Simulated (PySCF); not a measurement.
**Correlation energy of Ar³⁺ (argon, charge +3)**

[Ne] 3s2 3p3, high-spin 4S determinant. Computed with PySCF 2.14 in aug-cc-pwCVDZ (6s5p3d, 36 functions), with the non-relativistic Hamiltonian (point nucleus). Frozen: [Ne]; 5 electrons correlated.

| level | correlation energy (mhartree) |
| --- | --- |
| CCSD | -102.50 |
| (T) | -1.08 |
| CCSD(T) | -103.58 |
| CCSDT | -103.83 |

Diagnostics: T1 = 0.0016, D1 = 0.0049, largest double amplitude 0.059.

Cost of the coupled-cluster step: about 0.6 core-seconds, for 5 correlated electrons.
